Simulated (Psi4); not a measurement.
C2H7BOS2 (SMILES CSB(O)SC), singlet, at a GFN2-xTB geometry, atoms displaced at random by about 0.03 Å a coordinate; Psi4 with HF/STO-3G, gradient.

Here is a job for Psi4.
```
memory 2 GB

molecule mol {
0 1
  B     0.051552    0.063693    0.577306
  O     0.440149   -0.045283    1.846898
  H    -0.088060    0.311017    2.550025
  S     0.957254   -0.685028   -0.762566
  C     2.287291   -1.449606    0.217963
  H     2.853509   -0.604948    0.817715
  H     2.969281   -1.849157   -0.493599
  H     1.943621   -2.140546    0.935561
  S    -1.612589    0.983922    0.270372
  C    -1.666776    0.908574   -1.573925
  H    -0.774903    1.330634   -1.976692
  H    -2.564535    1.417568   -1.926554
  H    -1.785562   -0.225529   -1.890673
symmetry c1
no_reorient
no_com
}

set basis sto-3g
set reference rhf

gradient('scf')
print_variables()
```

What the program printed (banner, timings and long lists left out):

```
gradient() will perform analytic gradient computation.

   => Loading Basis Set <=

    Name: STO-3G
    Role: ORBITAL
    Keyword: BASIS

         ---------------------------------------------------------
                                   SCF
               by Justin Turney, Rob Parrish, Andy Simmonett
                          and Daniel G. A. Smith
                              RHF Reference
         ---------------------------------------------------------

  ==> Geometry <==

    Molecular point group: c1
    Full point group: C1

    Geometry (in Angstrom), charge = 0, multiplicity = 1:

       Center              X                  Y                   Z               Mass
    ------------   -----------------  -----------------  -----------------  -----------------
         B            0.051552000000     0.063693000000     0.577306000000    11.009305360000
         O            0.440149000000    -0.045283000000     1.846898000000    15.994914619570
         H           -0.088060000000     0.311017000000     2.550025000000     1.007825032230
         S            0.957254000000    -0.685028000000    -0.762566000000    31.972071174400
         C            2.287291000000    -1.449606000000     0.217963000000    12.000000000000
         H            2.853509000000    -0.604948000000     0.817715000000     1.007825032230
         H            2.969281000000    -1.849157000000    -0.493599000000     1.007825032230
         H            1.943621000000    -2.140546000000     0.935561000000     1.007825032230
         S           -1.612589000000     0.983922000000     0.270372000000    31.972071174400
         C           -1.666776000000     0.908574000000    -1.573925000000    12.000000000000
         H           -0.774903000000     1.330634000000    -1.976692000000     1.007825032230
         H           -2.564535000000     1.417568000000    -1.926554000000     1.007825032230
         H           -1.785562000000    -0.225529000000    -1.890673000000     1.007825032230

  Running in c1 symmetry.

  Rotational constants: A =      0.12875  B =      0.04985  C =      0.03647 [cm^-1]
  Rotational constants: A =   3859.72857  B =   1494.32468  C =   1093.38297 [MHz]
  Nuclear repulsion =  347.993700292600238

  Charge       = 0
  Multiplicity = 1
  Electrons    = 64
  Nalpha       = 32
  Nbeta        = 32

  ==> Algorithm <==

  SCF Algorithm Type is DF.
  DIIS enabled.
  MOM disabled.
  Fractional occupation disabled.
  Guess Type is SAD.
  Energy threshold   = 1.00e-08
  Density threshold  = 1.00e-08
  Integral threshold = 1.00e-12

  ==> Primary Basis <==

  Basis Set: STO-3G
    Blend: STO-3G
    Number of shells: 29
    Number of basis functions: 45
    Number of Cartesian functions: 45
    Spherical Harmonics?: true
    Max angular momentum: 1

   => Loading Basis Set <=

    Name: (STO-3G AUX)
    Role: JKFIT
    Keyword: DF_BASIS_SCF

  ==> Integral Setup <==

  SCF_SUBTYPE=INCORE selected. In-core MEM_DF algorithm will be used.
  Using in-core AOs.

  ==> MemDFJK: Density-Fitted J/K Matrices <==

    J tasked:                   Yes
    K tasked:                   Yes
    wK tasked:                   No
    Algorithm:                 Core
    Schwarz Cutoff:           1E-12
    Mask sparsity (%):       5.2346
    Fitting Condition:        1E-10

   => Auxiliary Basis Set <=

  Basis Set: (STO-3G AUX)
    Blend: DEF2-UNIVERSAL-JKFIT
    Number of shells: 218
    Number of basis functions: 684
    Number of Cartesian functions: 810
    Spherical Harmonics?: true
    Max angular momentum: 4

  Minimum eigenvalue in the overlap matrix is 2.3232402059E-01.
  Reciprocal condition number of the overlap matrix is 1.0281207310E-01.
    Using symmetric orthogonalization.

  ==> Pre-Iterations <==

  SCF Guess: Superposition of Atomic Densities via on-the-fly atomic UHF (no occupation information).

   -------------------------
    Irrep   Nso     Nmo
   -------------------------
     A         45      45
   -------------------------
    Total      45      45
   -------------------------

  ==> Iterations <==

                           Total Energy        Delta E     RMS |[F,P]|

   @DF-RHF iter SAD:  -959.25589500157162   -9.59256e+02   0.00000e+00
   @DF-RHF iter   1:  -963.43715840364075   -4.18126e+00   8.42884e-03 DIIS/ADIIS
   @DF-RHF iter   2:  -963.53990480834364   -1.02746e-01   2.91571e-03 DIIS/ADIIS
   @DF-RHF iter   3:  -963.55188676767614   -1.19820e-02   5.17863e-04 DIIS/ADIIS
   @DF-RHF iter   4:  -963.55264524068264   -7.58473e-04   1.01796e-04 DIIS/ADIIS
   @DF-RHF iter   5:  -963.55268138011832   -3.61394e-05   3.94354e-05 DIIS
   @DF-RHF iter   6:  -963.55268816770149   -6.78758e-06   6.76395e-06 DIIS
   @DF-RHF iter   7:  -963.55268835699701   -1.89296e-07   9.85272e-07 DIIS
   @DF-RHF iter   8:  -963.55268835979518   -2.79817e-09   3.41763e-07 DIIS
   @DF-RHF iter   9:  -963.55268836013488   -3.39696e-10   8.65397e-08 DIIS
   @DF-RHF iter  10:  -963.55268836016285   -2.79670e-11   1.62678e-08 DIIS
   @DF-RHF iter  11:  -963.55268836016182    1.02318e-12   4.47708e-09 DIIS
  Energy and wave function converged.

  ==> Post-Iterations <==

    Orbital Energies [Eh]
    ---------------------

    Doubly Occupied:

[...]
    Virtual:

[...]
      45A      0.902222

    Final Occupation by Irrep:
              A
    DOCC [    32 ]
    NA   [    32 ]
    NB   [    32 ]

  @DF-RHF Final Energy:  -963.55268836016182

   => Energetics <=

    Nuclear Repulsion Energy =            347.9937002926002378
    One-Electron Energy =               -2029.9036832178353507
    Two-Electron Energy =                 718.3572945650731754
    Total Energy =                       -963.5526883601618238

Computation Completed

Properties will be evaluated at   0.000000,   0.000000,   0.000000 [a0]

Properties computed using the SCF density matrix

 Multipole Moments:

 ------------------------------------------------------------------------------------
     Multipole            Electronic (a.u.)      Nuclear  (a.u.)        Total (a.u.)
 ------------------------------------------------------------------------------------

 L = 1.  Multiply by 2.5417464519 to convert [e a0] to [Debye]
 Dipole X            :          0.9572483           -0.8125199            0.1447284
 Dipole Y            :          0.4852977           -0.5076711           -0.0223734
 Dipole Z            :          0.9999477           -0.6299950            0.3699527
 Magnitude           :                                                    0.3978842

 ------------------------------------------------------------------------------------

         ------------------------------------------------------------
                                   SCF GRAD
                          Rob Parrish, Justin Turney,
                       Andy Simmonett, and Alex Sokolov
         ------------------------------------------------------------

  ==> Geometry <==

    Molecular point group: c1
    Full point group: C1

    Geometry (in Angstrom), charge = 0, multiplicity = 1:

       Center              X                  Y                   Z               Mass
    ------------   -----------------  -----------------  -----------------  -----------------
         B            0.051552000000     0.063693000000     0.577306000000    11.009305360000
         O            0.440149000000    -0.045283000000     1.846898000000    15.994914619570
         H           -0.088060000000     0.311017000000     2.550025000000     1.007825032230
         S            0.957254000000    -0.685028000000    -0.762566000000    31.972071174400
         C            2.287291000000    -1.449606000000     0.217963000000    12.000000000000
         H            2.853509000000    -0.604948000000     0.817715000000     1.007825032230
         H            2.969281000000    -1.849157000000    -0.493599000000     1.007825032230
         H            1.943621000000    -2.140546000000     0.935561000000     1.007825032230
         S           -1.612589000000     0.983922000000     0.270372000000    31.972071174400
         C           -1.666776000000     0.908574000000    -1.573925000000    12.000000000000
         H           -0.774903000000     1.330634000000    -1.976692000000     1.007825032230
         H           -2.564535000000     1.417568000000    -1.926554000000     1.007825032230
         H           -1.785562000000    -0.225529000000    -1.890673000000     1.007825032230

  Nuclear repulsion =  347.993700292600238

  ==> Basis Set <==

  Basis Set: STO-3G
    Blend: STO-3G
    Number of shells: 29
    Number of basis functions: 45
    Number of Cartesian functions: 45
    Spherical Harmonics?: true
    Max angular momentum: 1

  ==> DFJKGrad: Density-Fitted SCF Gradients <==

    Gradient:                    1
    J tasked:                  Yes
    K tasked:                  Yes
    wK tasked:                  No
    Integrals threads:           1
    Schwarz Cutoff:          1E-12
    Fitting Condition:       1E-10

   => Auxiliary Basis Set <=

  Basis Set: (STO-3G AUX)
    Blend: DEF2-UNIVERSAL-JKFIT
    Number of shells: 218
    Number of basis functions: 684
    Number of Cartesian functions: 810
    Spherical Harmonics?: true
    Max angular momentum: 4

  -Total Gradient:
     Atom            X                  Y                   Z
    ------   -----------------  -----------------  -----------------
       1        0.072065280037    -0.033761849488     0.009648275575
       2       -0.048019582006     0.028814929947     0.020144521632
       3        0.030365123316    -0.020118639793    -0.019913977029
       4       -0.005798514377     0.004754656135    -0.018126289242
       5       -0.024981098716    -0.100478952816    -0.015111488717
       6        0.029567230208     0.050555728752     0.034542491574
       7       -0.015512052583     0.018504809889     0.005513475400
       8        0.009337693252     0.027421289200    -0.014094193540
       9       -0.047628489475     0.023723844847     0.021124620167
      10        0.033000725585     0.078802675051    -0.028661755763
      11       -0.011862526317    -0.006449849683     0.015969107058
      12       -0.007811148173    -0.003657668133     0.000197434166
      13       -0.012722640730    -0.068110973907    -0.011232221278

  Variable Map:
  ----------------------------------------------------------------------------
[...]
  Array Variable Map:
  ----------------------------------------------------------------------------
[...]
[...]
```
